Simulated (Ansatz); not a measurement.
`CC[O][Al]([Cl])[Cl]` + H₂ → `C[O][Al]([Cl])[Cl]` + CH₄ at 298.15 K and 1 bar (hydrogenolysis of a C–C bond).

Calculated with Ansatz (gas phase, PBE0-D4/def2-TZVP geometries, no zero-point term in ΔE). CCSD(T)/CBS is the MP2 limit (def2-TZVPP, def2-QZVPP) plus CCSD(T) − MP2 in def2-TZVPP, frozen cores. This one scheme is used for every species. Each species was taken in one conformer, which may not be the lowest.

| species | CCSD(T)/CBS energy (Eh) | H − E (kJ/mol) | S (J/(mol·K)) |
| --- | --- | --- | --- |
| `CC[O][Al]([Cl])[Cl]` | -1316.05723 | 219.3 | 403.5 |
| H₂ | -1.17544 | 35.1 | 130.4 |
| `C[O][Al]([Cl])[Cl]` | -1276.79096 | 141.5 | 369.0 |
| CH₄ | -40.46206 | 127.4 | 186.2 |

H − E and S are ideal-gas, rigid-rotor, harmonic terms from PBE0-D4/def2-TZVP, for one conformer and one mirror image of each species. The MP2-based limit puts H₂ 0.8 mEh under its directly extrapolated value; such offsets cancel only in part. 1 Eh = 2625.50 kJ/mol, R = 8.31446 J/(mol·K).

Question: By hand: ΔE, ΔH, ΔS and ΔG.

Answer: ΔE = (-1276.79096) + (-40.46206) − (-1316.05723) − (-1.17544) = -0.02035 Eh = -53.4 kJ/mol. Δ(H − E) = 141.5 + 127.4 − 219.3 − 35.1 = 14.5, so ΔH = -38.9 kJ/mol. ΔS = 369.0 + 186.2 − 403.5 − 130.4 = 21.3 J/(mol·K). ΔG = -38.9 − 298.15 × (21.3)/1000 = -45.3 kJ/mol.

Question: By hand: the equilibrium constant, and the temperature at which ΔG would vanish if ΔH and ΔS stayed fixed.

Answer: log₁₀ K = −ΔG/(RT ln 10) = 7.9. ΔH and −TΔS have one sign here, so there is no such temperature.

ΔH outweighs TΔS. A doubt of 5 kJ/mol in ΔE shifts log₁₀ K by 0.9 here. Other conformers and mirror images would add mixing entropy, several J/(mol·K) or more a flexible species. Modes under 60 cm⁻¹, often nearly free rotors, make the harmonic entropy too high. These are equilibria of isolated gas molecules and say nothing of rates. Largest T1 diagnostic: 0.010 (customary marks: 0.02 for closed shells, 0.045 for open ones).
